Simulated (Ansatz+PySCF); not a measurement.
doublet YO: levels of theory in one basis

```yaml
atoms:
  - { symbol: Y, position_ang: [0.0000, 0.0000, -0.3049] }
  - { symbol: O, position_ang: [0.0000, 0.0000, 1.4865] }
```

Basis set: def2-SVP (spherical functions, with the set's core potentials past Kr). Left uncorrelated: 1 orbital. Correlation on ROHF uses semicanonical orbitals with singles. Charge 0, multiplicity 2.

Computed with Ansatz (development build ahead of 0.2.0); each method stands on the lowest determinant of its kind that the runs found. NEVPT2 correlates all electrons outside the core potentials. Active spaces start from the frontier orbitals, and the lowest solution found is given.

```
        method  E − E(ROHF) (eV)  <S²> of the determinant
          ROHF              0.00                     0.75
           UHF             -0.01                     0.75
      ROHF-MP2            -10.19                        –
       UHF-MP2            -10.20                     0.75
     ROHF-CCSD             -9.86                        –
  ROHF-CCSD(T)            -10.33                        –
SC-NEVPT2(3,3)            -10.16                        –
```

Problem. What does CASSCF(3,3) give on the same scale?

Solution. -0.56 eV.

Problem. Is a single determinant a sound starting point here?

Solution. By this sign, yes. Unrestricted orbitals gain 0.01 eV and <S²> is 0.75 against 0.75 for a pure state. The CASSCF(3,3) natural occupations are 1.96, 1.00, 0.04.
